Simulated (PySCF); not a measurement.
# Field gradients at the hydrogen positions

1,2-bis(dimethylphosphino)ethane, C6H16P2.
Geometry (GFN2-xTB, Å), atoms numbered from 1 in this order:
```xyz
24
C6H16P2 angstrom
C     -3.3082   -1.0238   -0.4060
P     -2.0662   -0.4037    0.8203
C     -2.5864    1.3743    0.8138
C     -0.6163   -0.2804   -0.3481
C      0.6151    0.2843    0.3466
P      2.0660    0.4042   -0.8208
C      3.3075    1.0254    0.4054
C      2.5853   -1.3741   -0.8107
H     -3.0706   -2.0525   -0.6691
H     -3.3157   -0.4102   -1.3062
H     -4.2945   -1.0062    0.0543
H     -1.8808    1.9649    1.3941
H     -2.6416    1.7654   -0.2017
H     -3.5635    1.4510    1.2878
H     -0.4100   -1.2936   -0.7052
H     -0.8822    0.3359   -1.2127
H      0.8794   -0.3318    1.2120
H      0.4094    1.2980    0.7028
H      3.0721    2.0554    0.6653
H      4.2943    1.0047   -0.0534
H      3.3134    0.4142    1.3072
H      1.8774   -1.9665   -1.3865
H      2.6436   -1.7621    0.2058
H      3.5608   -1.4529   -1.2873
```

Level: PBE0/pcSseg-1 (PySCF, non-relativistic); Q(2H) = 0.00286 b; rigid geometry, the same for H and D, with no vibrational averaging.

Question: Tabulate Vzz, the asymmetry η and χzz = 234.96 MHz × Q × Vzz for every hydrogen position.

Answer: 
```json
{"atom": "H9", "bonded to": "C1", "bond length (Å)": "1.088", "Vzz (au)": "0.3180", "η": "0.01", "χzz (kHz)": "214"}
{"atom": "H10", "bonded to": "C1", "bond length (Å)": "1.089", "Vzz (au)": "0.3141", "η": "0.00", "χzz (kHz)": "211"}
{"atom": "H11", "bonded to": "C1", "bond length (Å)": "1.089", "Vzz (au)": "0.3170", "η": "0.01", "χzz (kHz)": "213"}
{"atom": "H12", "bonded to": "C3", "bond length (Å)": "1.088", "Vzz (au)": "0.3186", "η": "0.01", "χzz (kHz)": "214"}
{"atom": "H13", "bonded to": "C3", "bond length (Å)": "1.090", "Vzz (au)": "0.3138", "η": "0.00", "χzz (kHz)": "211"}
{"atom": "H14", "bonded to": "C3", "bond length (Å)": "1.089", "Vzz (au)": "0.3169", "η": "0.01", "χzz (kHz)": "213"}
{"atom": "H15", "bonded to": "C4", "bond length (Å)": "1.094", "Vzz (au)": "0.3040", "η": "0.03", "χzz (kHz)": "204"}
{"atom": "H16", "bonded to": "C4", "bond length (Å)": "1.095", "Vzz (au)": "0.3009", "η": "0.02", "χzz (kHz)": "202"}
{"atom": "H17", "bonded to": "C5", "bond length (Å)": "1.095", "Vzz (au)": "0.3008", "η": "0.02", "χzz (kHz)": "202"}
{"atom": "H18", "bonded to": "C5", "bond length (Å)": "1.094", "Vzz (au)": "0.3039", "η": "0.03", "χzz (kHz)": "204"}
{"atom": "H19", "bonded to": "C7", "bond length (Å)": "1.088", "Vzz (au)": "0.3180", "η": "0.01", "χzz (kHz)": "214"}
{"atom": "H20", "bonded to": "C7", "bond length (Å)": "1.088", "Vzz (au)": "0.3173", "η": "0.01", "χzz (kHz)": "213"}
{"atom": "H21", "bonded to": "C7", "bond length (Å)": "1.089", "Vzz (au)": "0.3142", "η": "0.00", "χzz (kHz)": "211"}
{"atom": "H22", "bonded to": "C8", "bond length (Å)": "1.088", "Vzz (au)": "0.3186", "η": "0.01", "χzz (kHz)": "214"}
{"atom": "H23", "bonded to": "C8", "bond length (Å)": "1.090", "Vzz (au)": "0.3139", "η": "0.00", "χzz (kHz)": "211"}
{"atom": "H24", "bonded to": "C8", "bond length (Å)": "1.089", "Vzz (au)": "0.3170", "η": "0.01", "χzz (kHz)": "213"}
```

Question: Give the 2H NMR doublet splittings at H19 for a magnetic field along the z, y and x axes of the gradient: 3χ/2, 3χ(1 + η)/4, 3χ(1 − η)/4.

Answer: With |χ| = 213.7 kHz and η = 0.009: 321, 162 and 159 kHz, to first order and without motion.

One conformer (not necessarily the lowest) at the GFN2-xTB geometry, without solvent, vibrations or thermal averaging. GFN2-xTB bond lengths can be off by several hundredths of an ångström, more for odd bonds, and the gradients follow them. These gradients aren't converged with respect to the basis.

The run behind these numbers computed NMR shieldings as well. Hardware: Arm Neoverse V2, one thread (shared host). Cost: 51 s of wall time (grids of density and orbitals included), 1.1 GiB resident at most.
